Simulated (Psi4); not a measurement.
Pair of molecules, SMILES O=C=O with SMILES N#N (the first has 3 atoms); geometry from B3LYP-D3(BJ)/def2-TZVP, rigid monomers moved along the line of their centres of mass till C2···N4 is 2.83 Å.
(charge 0, multiplicity 1):
```xyz
5

O     -0.52489    -1.04136    -0.27140
C     -0.01877     0.00190    -0.27381
O      0.48721     1.04519    -0.28300
N      0.01628    -0.00243     2.55458
N      0.03216    -0.00249     3.64507
```

Level of theory: SAPT0/jun-cc-pV(D+d)Z run with Psi4 1.11.

Task: Which attractive term is largest, and how does the interaction split up?

Result: electrostatics -8.2, exchange 14.6, induction -1.6, dispersion -5.8, total -0.9 kJ/mol; the largest attraction is electrostatics.
